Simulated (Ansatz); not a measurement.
Isolated molecules relaxed with PBE0-D4/def2-TZVP in Ansatz; ΔE leaves out vibrations. CCSD(T)/CBS is the MP2 limit (def2-TZVPP, def2-QZVPP) plus CCSD(T) − MP2 in def2-TZVPP, frozen cores. This one scheme is used for every species. DFT in def2-TZVPP. Elements past krypton have def2 core potentials. For Se, Sn outer-core shells are correlated without core-valence functions, which leaves a few kJ/mol of doubt a bond. Scalar relativity is left out up to krypton. Each species was taken in one conformer, which may not be the lowest.

`[CH3][SnH2][SiH2]F` + H₂Se → `[CH3][SnH2][SeH]` + `F[SiH3]`  (cleavage of the Sn–Si bond)

| level | ΔE (kJ/mol) |
| --- | --- |
| PBE | -55.2 |
| SCS-MP2/def2-QZVPP | -76.2 |

(1) What does CCSD(T)/CBS give? (Best estimate.)

Largest T1 diagnostic among the species: 0.012.

## Answers

(1) Ansatz gave: -70.1 kJ/mol. The listed levels differ from it by 14.9, -6.1 kJ/mol.

From PBE to PBE0 (25 % exact exchange), in def2-TZVPP and without D4, ΔE moves by −5.0 kJ/mol. In def2-TZVPP, CCSD(T) changes the Hartree–Fock value by +16.6 kJ/mol (the triples alone add +0.6 kJ/mol) and MP2 by +8.8 kJ/mol.
